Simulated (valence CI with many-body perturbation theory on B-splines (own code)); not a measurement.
Values are calculated unless marked as measured or tabulated.
# Mo29+ in three bases

Method: configuration interaction combined with many-body perturbation theory (CI+MBPT): three valence electrons over a frozen Dirac-Fock core [Ne], radial functions for each j: 9 s, 9 p, 8 d, 6 f, 3 g, 1 h, with the one-electron correlation potential Σ1, the two-electron term Σ2, the three-electron term Σ3, Breit, model QED; selected CI, second order for the rest, scaled by the run's own slope (own B-spline code, finite nucleus).

The last digits are not significant, and no measured levels were compared; by estimate large intervals hold to a few tenths of a per cent, small ones and those within an open d or f shell to about a per cent.

The reference run has the lowest level (3s^2 3p1/2) J=1/2 and an ionisation energy of 1601.47 eV. Its largest variational space holds 8616 state functions.

Levels are named by their leading jj configuration (3d3/2^4 stands for four electrons in 3d with j = 3/2), which in mixed levels can hold well under half, so a name can repeat and another be missing. Letters in brackets count levels of one name in rising energy.

Changed runs:
A. basis 6 s, 6 p, 5 d, 3 f, 1 g
B. basis 5 s, 5 p, 4 d, 2 f

Excitation energies of the reference run in cm⁻¹, and shifts in cm⁻¹:

| Level | Reference | A | B |
| --- | --- | --- | --- |
| (3s^2 3p3/2) J=3/2 | 204080 | -9.0 | -20 |
| (3s 3p1/2^2) J=1/2 | 539865 | -73 | -241 |
| (3s 3p1/2 3p3/2) J=3/2 [a] | 668527 | -127 | -398 |
| (3s 3p1/2 3p3/2) J=5/2 | 724095 | -68 | -210 |
| (3s 3p1/2 3p3/2) J=3/2 [b] | 816911 | +33 | +98 |
| (3s 3p1/2 3p3/2) J=1/2 | 891555 | +118 | +382 |
| (3s 3p3/2^2) J=5/2 | 914309 | -37 | -130 |
| (3s^2 3d3/2) J=3/2 | 1080780 | +170 | +524 |
| (3s 3p3/2^2) J=1/2 | 1096690 | +160 | +496 |
| (3s 3p3/2^2) J=3/2 | 1151250 | +249 | +844 |
| (3s^2 3d5/2) J=5/2 | 1162310 | +305 | +986 |
| (3p1/2^2 3p3/2) J=3/2 | 1403070 | -11 | -75 |
| Ionisation energy (eV) | 1601.47 | -0.016 | -0.05 |
